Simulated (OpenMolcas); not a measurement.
# 4d ions of charge +3 along the row

- Program: OpenMolcas 26.06
- Method: MS-CASPT2, IPEA 0.25 Eh, imaginary shift 0.1 Eh
- Basis: ANO-RCC-VQZP
- Scalar Hamiltonian: DKH2, point nucleus
- Spin-orbit coupling: RASSI with atomic mean-field integrals over the reference wave functions, term energies averaged over their components

Active space: the 4d shell; CASPT2 also correlates the outermost closed s and p core shells.

B and C come from two terms' centres of gravity (d2, d8: 3P = 15B, 1G = 12B + 2C; d3, d7: 4P = 15B, 2G = 4B + 3C; d4, d6: 3G = 9B + 4C, 3H = 4B + 4C; d5: 4D = 17B + 5C, 4G = 10B + 5C, above the ground term), where all their levels are at least 80 % pure. ζ = ±2S·A comes from the whole width of the ground multiplet by E(J) = (A/2) J(J+1), where its levels are at least 85 % pure. Energies in cm-1.

| Ion | Configuration | Lowest level | Weight (%) | B | B measured | C | C measured | ζ | ζ measured |
| --- | --- | --- | --- | --- | --- | --- | --- | --- | --- |
| Mo3+ | 4d³ | ⁴F_3/2 | 99 | 654 | 619 | 2611 | 2606 | 797 | 818 |
| Tc3+ | 4d⁴ | ⁵D₀ | 98 |  |  |  |  | 1024 |  |
| Ru3+ | 4d⁵ | ⁶S_5/2 | 99 |  |  |  |  |  |  |
| Rh3+ | 4d⁶ | ⁵D₄ | 98 |  |  |  |  | 1323 |  |
| Pd3+ | 4d⁷ | ⁴F_9/2 | 97 |  |  |  |  | 1572 |  |

Measured columns use the levels in Sugar and Musgrove, J. Phys. Chem. Ref. Data 17, 155 (1988) (Mo3+).

The computed ζ goes from 797 (Mo3+) to 1572 cm-1 (Pd3+), a factor of 1.97, rising at every step.

Term energies are means over components that CASPT2 splits; among the low terms the widest spread is 1900 cm-1 (4d⁶ ¹I, Rh3+). The CASPT2 spread within a term exceeds the gap to the next term for 4d³ ²H and 4d³ ²D(1), so the order of their levels is uncertain (figures for Mo3+; the like holds for Tc3+, Ru3+, Rh3+). Blocks of more than 70 roots (2S+1 = 2 even) ran without multistate coupling (holds for Ru3+). Computed and measured levels are paired by configuration, term and J; levels that our copy of the source lacks, or whose pairing is in doubt (as where it misses far off the trend of its configuration), stay unpaired and out of the deviations. Levels of configurations outside the active space are missing.

A number in round brackets counts repeated terms of one configuration in the order of the reference energies.
